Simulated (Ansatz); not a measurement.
Program: Ansatz. Geometries: PBE0-D4/def2-TZVP. ΔE: electronic, gas phase. CBS: MP2 limit from def2 TZ/QZ plus the TZ coupled-cluster correction, frozen cores. This one scheme is used for every species. DFT in def2-TZVPP. B3LYP here is the variant with VWN-RPA as its local correlation; programs differ in this. For Br outer-core shells are correlated without core-valence functions, which leaves a few kJ/mol of doubt a bond. Scalar relativity is left out up to krypton.

Reaction (substitution at a C–C bond): `CC1CB1Br` + HBr → `BrB1CC1Br` + CH₄

`CC1CB1Br`:

Cartesian coordinates in Å:
```
C -0.941 -0.505 -0.940
C 0.397 -0.222 -0.302
C 0.498 -0.080 1.249
B 0.742 1.106 0.340
Br 1.076 2.942 0.154
H -1.734 0.090 -0.479
H -1.216 -1.559 -0.836
H -0.928 -0.261 -2.005
H 1.224 -0.786 -0.734
H 1.316 -0.594 1.744
H -0.434 -0.132 1.810
```

HBr:

```xyz
2

Br    0.606    0.129    0.348
H    -0.606   -0.129   -0.348
```

`BrB1CC1Br`:

Z-matrix (Å, degrees):
```
C
B 1 1.517
C 1 1.545 2 59.4
H 1 1.088 2 119.0 3 108.0
H 1 1.087 2 122.1 3 -101.2
Br 2 1.863 1 150.1 3 -169.9
Br 3 1.919 1 118.5 2 106.8
H 3 1.083 1 116.9 2 -116.1
```

CH₄:

```xyz
5

C     0.000    0.000    0.000
H    -0.745    0.056   -0.793
H    -0.172    0.802    0.717
H     0.996    0.104   -0.429
H    -0.079   -0.962    0.506
```

```csv
level,ΔE (kcal/mol),difference from CCSD(T)/CBS
LDA (SPW92),3.2,1.0
revPBE-D4,0.9,-1.3
ωB97X-V,2.6,0.4
B2PLYP,1.6,-0.6
PBE,1.3,-0.9
BLYP,0.5,-1.7
r2SCAN,1.6,-0.6
B3LYP,1.6,-0.6
HF/def2-SVP,6.0,3.8
CCSD/def2-TZVPP,2.9,0.7
CCSD(T)/CBS,2.2,0
```

Largest T1 diagnostic among the species: 0.010.

From BLYP to BHLYP (50 % exact exchange), in def2-TZVPP and without D4, ΔE moves by +2.3 kcal/mol. At CCSD(T), def2-SVP lies +3.6 kcal/mol from the extrapolated value and def2-TZVPP +0.1 kcal/mol.

CCSD(T)/CBS has its own doubt, a few kJ/mol and more with outer-core shells, so smaller differences from it don't rank the levels.
